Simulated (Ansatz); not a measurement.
`C[O][Al]([Cl])[Cl]` + H₂ → `C[O][AlH][Cl]` + HCl at 298.15 K and 1 bar (hydrogenolysis of the Al–Cl bond).

Calculated with Ansatz (gas phase, PBE0-D4/def2-TZVP geometries, no zero-point term in ΔE). CBS: MP2 limit from def2 TZ/QZ plus the TZ coupled-cluster correction, frozen cores. This one scheme is used for every species. One conformer a species, not always the lowest.

```json
{"species": "`C[O][Al]([Cl])[Cl]`", "CCSD(T)/CBS energy (Eh)": "-1276.79096", "H − E (kJ/mol)": "141.5", "S (J/(mol·K))": "369.0"}
{"species": "H₂", "CCSD(T)/CBS energy (Eh)": "-1.17544", "H − E (kJ/mol)": "35.1", "S (J/(mol·K))": "130.4"}
{"species": "`C[O][AlH][Cl]`", "CCSD(T)/CBS energy (Eh)": "-817.53357", "H − E (kJ/mol)": "151.9", "S (J/(mol·K))": "333.5"}
{"species": "HCl", "CCSD(T)/CBS energy (Eh)": "-460.38127", "H − E (kJ/mol)": "26.6", "S (J/(mol·K))": "186.8"}
```

H − E and S are ideal-gas, rigid-rotor, harmonic terms from PBE0-D4/def2-TZVP, for one conformer and one mirror image of each species. The MP2-based limit puts H₂ 0.8 mEh under its directly extrapolated value; such offsets cancel only in part. 1 Eh = 2625.50 kJ/mol, R = 8.31446 J/(mol·K).

Task: By hand: ΔE, ΔH, ΔS and ΔG.

Result: ΔE = (-817.53357) + (-460.38127) − (-1276.79096) − (-1.17544) = 0.05156 Eh = 135.4 kJ/mol. Δ(H − E) = 151.9 + 26.6 − 141.5 − 35.1 = 1.9, so ΔH = 137.3 kJ/mol. ΔS = 333.5 + 186.8 − 369.0 − 130.4 = 20.9 J/(mol·K). ΔG = 137.3 − 298.15 × (20.9)/1000 = 131.1 kJ/mol.

Task: By hand: the equilibrium constant, and the temperature at which ΔG would vanish if ΔH and ΔS stayed fixed.

Result: log₁₀ K = −ΔG/(RT ln 10) = -23.0. ΔG = 0 at ΔH/ΔS = 6569 K, far beyond where these terms or the molecules hold.

ΔH outweighs TΔS. A doubt of 5 kJ/mol in ΔE shifts log₁₀ K by 0.9 here. Other conformers and mirror images would add mixing entropy, several J/(mol·K) or more a flexible species. These are equilibria of isolated gas molecules and say nothing of rates. Largest T1 diagnostic: 0.011 (customary marks: 0.02 for closed shells, 0.045 for open ones).
